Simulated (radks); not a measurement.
Problem. All-electron calculation, Dirac Kohn-Sham, PBE, spin-unpolarised, spherical densities, point nucleus; open shells fill j = l - 1/2 first. Program: a radial shooting solver on a logarithmic mesh with Libxc functionals. Each species is in its NIST ground configuration. Rank Cd, Ru, Pd, Mo, Nb, Zr, Ag, Tc, Rh by Delta-SCF ionisation energy (eV), largest first.

Solution. Cd 9.274, Pd 8.928, Tc 8.135, Ag 7.759, Rh 7.454, Ru 7.281, Zr 7.123, Mo 6.868, Nb 6.609.
